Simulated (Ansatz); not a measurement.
TcOF4, that is [TcOF4]- with one electron fewer. Total charge 0; doublet. Geometry PBE0-D4/def2-SVPD; atoms count from 1.

```csv
atom,x (Å),y (Å),z (Å)
Tc1,0.0843,0.0063,0.0579
O2,1.4090,0.1052,0.9679
F3,-1.3605,0.3074,1.1431
F4,-0.4764,-1.7376,0.0804
F5,0.6128,-0.3632,-1.6567
F6,-0.2693,1.6819,-0.5926
```

In the def2 sets Tc takes a core potential; there is no spin–orbit coupling.

Q: Estimate the Mulliken populations from the PBE0/def2-TZVPD orbitals of Ansatz.

A: 
```
atom  charge (e)  spin (α − β)  d electrons
 Tc1        2.75          0.93         4.15
  O2       -0.56         -0.10            –
  F3       -0.55          0.04            –
  F4       -0.55          0.04            –
  F5       -0.55          0.04            –
  F6       -0.55          0.04            –
```
Mulliken values depend strongly on the basis. With diffuse functions, as here, like atoms can get unlike values, and bond orders can come out too low or too high.

Q: Where does the spin sit?

A: Summed by element: Tc 0.93, O -0.10, F 0.17, of 1 unpaired in all. Largest on single atoms: Tc1 0.93, O2 -0.10, F4 0.04.

Q: And the Mayer bond orders between heavy atoms (over 0.3)?

A: Tc1–O2 1.76 (1.61 Å); Tc1–F3 0.57 (1.83 Å); Tc1–F4 0.57 (1.83 Å); Tc1–F5 0.57 (1.83 Å); Tc1–F6 0.57 (1.83 Å).
